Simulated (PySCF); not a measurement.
Trends in electronic spectra. Theory: PySCF 2.14.0, density-fitted response routines, TDDFT CAM-B3LYP/def2-SVPD, vertical, gas phase, core orbitals frozen in the response. Geometries: GFN2-xTB; one conformer of each isolated species. Triplets are in the Tamm–Dancoff approximation.

Task: Rank by computed lowest singlet excitation energy, highest first.
A. `O=C1C[C@@H](F)[C@H]1OCF`
B. `CC[SiH2][SiH2][SiH2][SiH3]`
C. `C=COCOCF`
D. `CC[SiH2][SiH]([SiH3])[SiH3]`
E. `CO[C@@H](C=O)CF`
F. `[SiH3]C[SiH2]C([SiH3])[SiH3]`
G. `C[C@@H]1OC[C@@H](F)O1`

Result: G (7.82 eV), F (7.50 eV), C (6.84 eV), D (6.54 eV), B (6.28 eV), E (4.27 eV), A (3.99 eV).

| SMILES | S1 (eV) | α (au) | first f ≥ 0.01 (nm) | gap (eV) | T1 (eV) | S1 mainly |
| --- | --- | --- | --- | --- | --- | --- |
| C[C@@H]1OC[C@@H](F)O1 | 7.82 | 55.3 | 159 | 10.90 | 7.62 | H→L (80%) |
| [SiH3]C[SiH2]C([SiH3])[SiH3] | 7.50 | 132.5 | 165 | 10.41 | 7.24 | H→L (88%) |
| C=COCOCF | 6.84 | 60.8 | 181 | 9.75 | 4.29 | H→L (81%) |
| CC[SiH2][SiH]([SiH3])[SiH3] | 6.54 | 143.6 | 183 | 9.65 | 5.90 | H→L (76%) |
| CC[SiH2][SiH2][SiH2][SiH3] | 6.28 | 143.8 | 197 | 9.45 | 5.69 | H→L (77%) |
| CO[C@@H](C=O)CF | 4.27 | 57.0 | 157 | 9.24 | 3.67 | H→L (75%) |
| O=C1C[C@@H](F)[C@H]1OCF | 3.99 | 65.1 | 170 | 8.59 | 3.46 | H→L (92%) |

H and L stand for HOMO and LUMO.

Mean S1 by what the SMILES shows (count): single bonds only 7.03 eV (4); a double or triple bond but no aromatic ring 5.03 eV (3).

- `C[C@@H]1OC[C@@H](F)O1`: Löwdin shares by element: HOMO oxygen 48% or more, carbon 20% or more, hydrogen 8% or more (atoms not listed hold the other 23%); LUMO carbon 38% or more, hydrogen 10% or more (atoms not listed hold the other 51%).
- `[SiH3]C[SiH2]C([SiH3])[SiH3]`: Löwdin shares by element: HOMO carbon 45%, silicon 22% or more (atoms not listed hold the other 32%); LUMO silicon 47% (atoms not listed hold the other 53%).
- `C=COCOCF`: Löwdin shares by element: HOMO carbon 62% or more, oxygen 24% or more; LUMO carbon 48% or more, hydrogen 9% or more (atoms not listed hold the other 43%).
- `CC[SiH2][SiH]([SiH3])[SiH3]`: Löwdin shares by element: HOMO silicon 62% or more, carbon 14% or more (atoms not listed hold the other 24%); LUMO silicon 56% or more, hydrogen 7% or more (atoms not listed hold the other 37%).
- `CC[SiH2][SiH2][SiH2][SiH3]`: Löwdin shares by element: HOMO silicon 62% or more, carbon 11% or more (atoms not listed hold the other 27%); LUMO silicon 68% (atoms not listed hold the other 32%).
- `CO[C@@H](C=O)CF`: Löwdin shares by element: HOMO oxygen 55%, carbon 23% or more (atoms not listed hold the other 23%); LUMO carbon 50% or more, oxygen 34% or more, hydrogen 6% or more.
- `O=C1C[C@@H](F)[C@H]1OCF`: Löwdin shares by element: HOMO oxygen 55%, carbon 25% or more (atoms not listed hold the other 20%); LUMO carbon 51% or more, oxygen 27% or more (atoms not listed hold the other 22%).

Without π bonds the low states are Rydberg-like; a valence basis with one diffuse set may place them up to an eV too high.
